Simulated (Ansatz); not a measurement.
Ideal-gas functions of C2H5AlF (`[CH2][Al]([CH3])[F]`) radical at 800 K and 1 bar, from an Ansatz frequency run at PBE0-D4/def2-TZVP.

Molar mass 75.04 g/mol, point group Cs (symmetry number 1), electronic degeneracy 2, moments of inertia 79.977, 96.883, 173.758 u Å². Harmonic wavenumbers (cm⁻¹, unscaled): 45, 165, 197, 213, 225, 575, 606, 613, 661, 692, 758, 858, 1224, 1383, 1441, 1442, 3042, 3117, 3120, 3133, 3206.

Use S(trans) = R[1.5 ln M + 2.5 ln T − 1.1517]; rotational temperatures θ = 24.2544 K / I; S(rot) = R[ln(√π/σ · √(T³/θAθBθC)) + 1.5]; for each mode x = 1.438777 ν̃/T, S = R[x/(eˣ − 1) − ln(1 − e⁻ˣ)] and H = RT x/(eˣ − 1); 1 cm⁻¹ = 0.0119627 kJ/mol; R = 8.31446 J/(mol·K).

Question: By hand: the entropy, in J/(mol·K).

Answer: Translation 183.2. Rotation: θ = 0.3033, 0.2503, 0.1396 K, giving 119.5. Vibration, mode by mode: 29.22, 18.45, 16.99, 16.34, 15.89, 8.40, 8.00, 7.91, 7.35, 7.01, 6.35, 5.49, 3.25, 2.60, 2.39, 2.39, 0.23, 0.20, 0.20, 0.20, 0.18, in all 159.0. Electronic 5.8. Sum 467.5 J/(mol·K).

Question: By hand: H − E and G − E in kJ/mol, counted from the electronic energy.

Answer: Zero-point energy ½ × 26716 × 0.0119627 = 159.8; thermal vibration 59.1; translation, rotation and pV give 4 RT = 26.6. H − E = 245.5 kJ/mol, and G − E = 245.5 − 800 × 467.5/1000 = -128.5 kJ/mol.

Vibration gives 34 % of the entropy, 29.2 J/(mol·K) of it from the mode under 150 cm⁻¹: soft modes count most, and the harmonic formula is weakest for them.
